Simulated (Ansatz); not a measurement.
Diatomic YS, multiplicity 2 (lowest of 2S+1 = 2, 4, 6 at CCSD(T)/def2-TZVPP on PBE0 minima; our sources give no spin for the ground state, which may be another). No spin–orbit coupling.

Constants: fifth-degree fit in 1/R to seven points, most abundant isotopes. Runs in def2 and cc sets follow the lowest solution found near the PBE0 minimum.

Correlated levels freeze the inner cores; with def2 sets outer-core shells near the valence are correlated too. CBS: X⁻³ extrapolation of the correlation energy, Hartree–Fock from the larger set.

Run with Ansatz (Gaussian orbitals). Each number belongs to the level named beside it. In def2 rows elements past Kr take small-core potentials, without spin–orbit coupling.

Problem. What bond length and harmonic frequency does B3LYP/def2-TZVPP give?

Solution. r_e = 2.283 Å, ω_e = 490 cm⁻¹.

Problem. What bond length and harmonic frequency does CCSD/def2-QZVPP give?

Solution. r_e = 2.275 Å, ω_e = 505 cm⁻¹.

Problem. What bond length and harmonic frequency does CCSD(T)/CBS(def2-TZVPP, def2-QZVPP) give?

Solution. r_e = 2.277 Å, ω_e = 495 cm⁻¹.

Ansatz is an electronic-structure program.
